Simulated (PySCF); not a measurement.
Job file and geometry (Å, from GFN2-xTB) of an NMR shielding run on `F[C@@H]1[SiH2]CC=C1[SiH2][SiH3]`, C$_{4}$H$_{11}$FSi$_{3}$, GIAO PBE0/pcSseg-1 NMR shielding, non-relativistic, gas phase (PySCF); density fitting, a coarse starting grid and PySCF grid level 2 are the driver's defaults:

```
$ OMP_NUM_THREADS=1 python probes_run.py task.json out

{"job": {"kind": "nmr", "xc": "PBE0", "basis": "pcSseg-1"}, "charge": 0, "multiplicity": 1}
F      0.214661     0.283035     2.082243
C     -0.656420     0.725742     1.083255
Si    -2.378525    -0.130619     1.175489
C     -2.342969    -0.543775    -0.685297
C     -0.941166    -0.212339    -1.112678
C     -0.103745     0.390688    -0.276169
Si     1.709366     0.784215    -0.614351
Si     3.101847    -0.619496     0.581547
H     -0.689800     1.814527     1.212300
H     -3.438564     0.803463     1.556377
H     -2.316848    -1.301156     2.047029
H     -2.565163    -1.586841    -0.917044
H     -3.055748     0.050222    -1.261729
H     -0.641203    -0.474251    -2.117946
H      1.868534     0.688871    -2.074626
H      1.876993     2.209029    -0.279436
H      2.689039    -2.024312     0.482209
H      4.469544    -0.555676     0.049497
H      3.190362    -0.292077     2.003212
```

Q: Write the output of this run.

A: 
```
coarse grid: 17128 points
cycle   1  E = -1126.5084421851  dE =  6.510e-01  |g| = 5.221e-01  |ddm| = 3.961e+00
cycle   2  E = -1126.4815253621  dE =  2.692e-02  |g| = 6.777e-01  |ddm| = 1.018e+00
cycle   3  E = -1126.5634454349  dE = -8.192e-02  |g| = 5.700e-02  |ddm| = 6.087e-01
cycle   4  E = -1126.5637709430  dE = -3.255e-04  |g| = 3.163e-02  |ddm| = 6.245e-02
cycle   5  E = -1126.5639858614  dE = -2.149e-04  |g| = 6.775e-03  |ddm| = 3.598e-02
cycle   6  E = -1126.5639962334  dE = -1.037e-05  |g| = 1.984e-03  |ddm| = 9.356e-03
cycle   7  E = -1126.5639972321  dE = -9.987e-07  |g| = 6.771e-04  |ddm| = 2.616e-03
final grid: 151312 points
cycle   8  E = -1126.6169319622  dE = -2.955e-05  |g| = 7.481e-03  |ddm| = 2.701e-02
cycle   9  E = -1126.6169185854  dE =  1.338e-05  |g| = 1.081e-02  |ddm| = 1.683e-02
cycle  10  E = -1126.6169455026  dE = -2.692e-05  |g| = 8.955e-04  |ddm| = 9.907e-03
cycle  11  E = -1126.6169456238  dE = -1.212e-07  |g| = 3.453e-04  |ddm| = 1.156e-03
cycle  12  E = -1126.6169456482  dE = -2.436e-08  |g| = 9.661e-05  |ddm| = 3.890e-04
cycle  13  E = -1126.6169456500  dE = -1.810e-09  |g| = 4.283e-05  |ddm| = 1.062e-04
cycle  14  E = -1126.6169456504  dE = -4.181e-10  |g| = 4.911e-06  |ddm| = 4.214e-05
converged SCF energy = -1126.6169456504

GIAO shielding tensors (ppm)
atom      isotropic    diamagn.    paramagn.     s11        s22        s33       span
  0 F      404.223     476.015     -71.791    364.217    404.578    443.875     79.658
  1 C       86.714     246.196    -159.482     42.122     80.490    137.530     95.408
  2 Si     380.922     880.156    -499.234    338.187    380.784    423.797     85.610
  3 C      166.610     254.761     -88.150    148.086    156.170    195.575     47.488
  4 C       34.298     256.252    -221.954    -74.733     43.965    133.661    208.393
  5 C       36.899     263.937    -227.038    -62.547     33.226    140.019    202.567
  6 Si     427.886     882.358    -454.472    401.543    417.474    464.641     63.098
  7 Si     461.168     880.037    -418.869    447.906    458.254    477.346     29.440
  8 H       25.782      30.589      -4.807     24.142     25.707     27.498      3.356
  9 H       27.280      28.350      -1.070     23.929     24.850     33.061      9.132
 10 H       27.356      28.779      -1.423     24.259     25.332     32.477      8.219
 11 H       29.727      30.029      -0.301     25.438     27.205     36.539     11.101
 12 H       29.847      29.158       0.689     25.503     27.127     36.910     11.407
 13 H       25.192      34.371      -9.178     21.873     24.902     28.803      6.930
 14 H       27.420      30.313      -2.893     23.763     26.252     32.245      8.482
 15 H       27.313      29.725      -2.412     24.059     25.549     32.330      8.271
 16 H       28.258      29.702      -1.443     24.882     26.885     33.008      8.125
 17 H       28.258      28.330      -0.072     24.744     25.552     34.479      9.735
 18 H       28.151      29.183      -1.032     24.359     27.062     33.033      8.675
```

Q: Turn these shieldings into chemical shifts. Scale: 19F (σref 170.95) against CFCl3; 13C (σref 186.93) and 29Si (σref 349.16) and 1H (σref 31.72) against TMS (reference shieldings calculated alike).

A: Averaging equivalent atoms: F 0: -233.3; C 4: 152.6; C 5: 150.0; C 1: 100.2; C 3: 20.3; Si 2: -31.8; Si 6: -78.7; Si 7: -112.0; H 13: 6.52; H 8: 5.93; H 9: 4.44; H 15: 4.40; H 10: 4.36; H 14: 4.30; H 16/17/18: 3.49; H 11: 1.99; H 12: 1.87 ppm. Unscaled 19F shifts against computed CFCl3 carry errors that often reach 10 to 50 ppm.

Size and cost of the density-fitted run: 212 basis functions, 83 s wall time on 1 thread of an Arm Neoverse N1, shared host; peak memory 1 GiB.
